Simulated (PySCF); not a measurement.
Job file and geometry (Å, from GFN2-xTB) of an NMR shielding run on SMILES CB1NBN(C[SiH3])BN1, C2H12B3N3Si, GIAO PBE0/pcSseg-1 NMR shielding, non-relativistic, gas phase (PySCF 2.14.0, density-fitted response routines); density fitting, a coarse starting grid and PySCF grid level 2 are the driver's defaults:

```
$ OMP_NUM_THREADS=1 python probes_run.py task.json out

{"job": {"kind": "nmr", "xc": "PBE0", "basis": "pcSseg-1"}, "charge": 0, "multiplicity": 1}
C      3.531662     0.407558     0.644897
B      1.983034     0.148487     0.379728
N      1.192888     1.020610    -0.412704
B     -0.181171     0.804067    -0.678514
N     -0.799236    -0.347458    -0.127449
C     -2.223590    -0.571295    -0.342274
Si    -3.234779     0.265719     1.037267
B     -0.058854    -1.258083     0.669480
N      1.311444    -0.987333     0.901710
H      4.137706    -0.142965    -0.073969
H      3.841266     0.076439     1.634007
H      3.802548     1.456743     0.549330
H      1.631455     1.837378    -0.810121
H     -0.790755     1.556904    -1.345700
H     -2.509410    -0.175415    -1.319848
H     -2.422552    -1.645496    -0.362528
H     -2.974863     1.706223     1.031166
H     -4.659998     0.018283     0.790482
H     -2.855496    -0.295324     2.335485
H     -0.566428    -2.219127     1.119309
H      1.836208    -1.638972     1.465080
```

Task: Write the output of this run.

Result: 
```
coarse grid: 17680 points
cycle   1  E = -611.2921130238  dE =  1.045e+00  |g| = 5.776e-01  |ddm| = 3.984e+00
cycle   2  E = -611.2621721196  dE =  2.994e-02  |g| = 7.008e-01  |ddm| = 1.027e+00
cycle   3  E = -611.3732758301  dE = -1.111e-01  |g| = 7.408e-02  |ddm| = 5.939e-01
cycle   4  E = -611.3742900556  dE = -1.014e-03  |g| = 2.936e-02  |ddm| = 6.092e-02
cycle   5  E = -611.3744803767  dE = -1.903e-04  |g| = 5.399e-03  |ddm| = 2.158e-02
cycle   6  E = -611.3744867931  dE = -6.416e-06  |g| = 2.077e-03  |ddm| = 6.079e-03
final grid: 165408 points
cycle   7  E = -611.4150417061  dE = -4.422e-05  |g| = 1.022e-02  |ddm| = 2.918e-02
cycle   8  E = -611.4150278730  dE =  1.383e-05  |g| = 1.310e-02  |ddm| = 1.654e-02
cycle   9  E = -611.4150655605  dE = -3.769e-05  |g| = 9.975e-04  |ddm| = 8.820e-03
cycle  10  E = -611.4150657742  dE = -2.137e-07  |g| = 2.946e-04  |ddm| = 8.657e-04
cycle  11  E = -611.4150657925  dE = -1.824e-08  |g| = 1.025e-04  |ddm| = 2.830e-04
cycle  12  E = -611.4150657945  dE = -2.084e-09  |g| = 2.704e-05  |ddm| = 7.572e-05
cycle  13  E = -611.4150657947  dE = -1.514e-10  |g| = 7.849e-06  |ddm| = 2.586e-05
converged SCF energy = -611.4150657947

GIAO shielding tensors (ppm)
atom      isotropic    diamagn.    paramagn.     s11        s22        s33       span
  0 C      184.858     252.574     -67.716    174.767    182.873    196.934     22.167
  1 B       69.941     194.964    -125.023     39.851     56.242    113.732     73.881
  2 N      121.731     327.285    -205.553    -14.769    158.195    221.767    236.537
  3 B       72.065     200.637    -128.572     45.255     63.633    107.307     62.052
  4 N      118.600     330.901    -212.300    -33.298    144.252    244.846    278.144
  5 C      148.154     245.444     -97.290    119.593    131.934    192.936     73.343
  6 Si     415.025     878.895    -463.870    372.124    404.937    468.015     95.891
  7 B       72.105     200.321    -128.216     45.291     63.652    107.373     62.083
  8 N      122.319     326.795    -204.477    -14.480    157.704    223.732    238.212
  9 H       31.127      29.197       1.930     27.724     28.167     37.491      9.767
 10 H       31.416      29.683       1.733     26.761     29.920     37.567     10.806
 11 H       31.508      30.078       1.429     26.752     30.077     37.695     10.943
 12 H       26.065      33.569      -7.503     21.103     27.413     29.680      8.577
 13 H       26.905      33.451      -6.546     24.032     27.506     29.178      5.146
 14 H       28.327      29.826      -1.500     24.050     27.685     33.244      9.194
 15 H       28.328      29.626      -1.298     24.054     27.682     33.248      9.194
 16 H       27.963      29.007      -1.044     24.599     27.076     32.213      7.614
 17 H       27.734      27.602       0.132     24.532     24.896     33.775      9.242
 18 H       27.957      28.954      -0.997     24.589     27.080     32.202      7.614
 19 H       26.907      33.020      -6.113     24.029     27.510     29.181      5.152
 20 H       26.099      32.798      -6.699     21.128     27.507     29.663      8.535
```

Size and cost of the density-fitted run: 220 basis functions, 94 s wall time on 1 thread of an Arm Neoverse N1, shared host; peak memory 0.98 GiB.
